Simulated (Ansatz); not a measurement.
Ideal-gas functions of `[O]=[Mo](=[O])([OH])[OH]` at 298.15 K and 1 bar, from an Ansatz frequency run at PBE0-D4/def2-TZVP.

Molar mass 161.95 g/mol, point group C2 (symmetry number 2), electronic degeneracy 1, moments of inertia 130.246, 144.742, 153.668 u Å². Harmonic wavenumbers (cm⁻¹, unscaled): 206, 231, 238, 274, 277, 307, 372, 625, 642, 741, 758, 1044, 1070, 3889, 3894.

Use S(trans) = R[1.5 ln M + 2.5 ln T − 1.1517]; rotational temperatures θ = 24.2544 K / I; S(rot) = R[ln(√π/σ · √(T³/θAθBθC)) + 1.5]; for each mode x = 1.438777 ν̃/T, S = R[x/(eˣ − 1) − ln(1 − e⁻ˣ)] and H = RT x/(eˣ − 1); 1 cm⁻¹ = 0.0119627 kJ/mol; R = 8.31446 J/(mol·K).

Task: By hand: the entropy, in J/(mol·K).

Result: Translation 172.3. Rotation: θ = 0.1862, 0.1676, 0.1578 K, giving 104.6. Vibration, mode by mode: 8.70, 7.83, 7.61, 6.57, 6.49, 5.77, 4.48, 1.71, 1.60, 1.09, 1.02, 0.33, 0.29, 0.00, 0.00, in all 53.5. Electronic 0.0. Sum 330.4 J/(mol·K).

Task: By hand: H − E and G − E in kJ/mol, counted from the electronic energy.

Result: Zero-point energy ½ × 14568 × 0.0119627 = 87.1; thermal vibration 9.9; translation, rotation and pV give 4 RT = 9.9. H − E = 106.9 kJ/mol, and G − E = 106.9 − 298.15 × 330.4/1000 = 8.4 kJ/mol.

Vibration gives 16 % of the entropy. The sum counts one conformer and one mirror image; others add a mixing term.
